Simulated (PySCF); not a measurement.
**How methods differ on the excitation energy of Ru**

Ru [Kr] 4d7 5s1 (5F) → Ru [Kr] 4d7 5p1 (high-spin determinant), as a difference of total energies. Calculation: PySCF 2.14, in x2c-TZVPPall with one added diffuse shell each of s, p, d, f type (9s7p7d3f1g, 95 functions); scalar relativity by spin-free X2C-1e. Correlated levels: valence and next inner shell: [Ar] 3d10 frozen. The calculations carry no spin-orbit coupling.

```tsv
method	excitation energy (eV)
UHF	2.973
MP2 (valence and next inner shell)	3.591
SCS-MP2 (valence and next inner shell)	3.443
CCSD (valence and next inner shell)	3.437
CCSD(T) (valence and next inner shell)	3.451
```

Task: How much does correlation contribute at CCSD(T) (valence and next inner shell)?

Result: 3.451 − (2.973) = 0.478 eV, measured against UHF.

A first-order spin-orbit estimate (lowest level to lowest level, LS coupling) adds 0.021 eV.

The determinant of the upper state mixes LS terms, which raises its energy above the lowest term, most at the Hartree-Fock and MP2 levels.
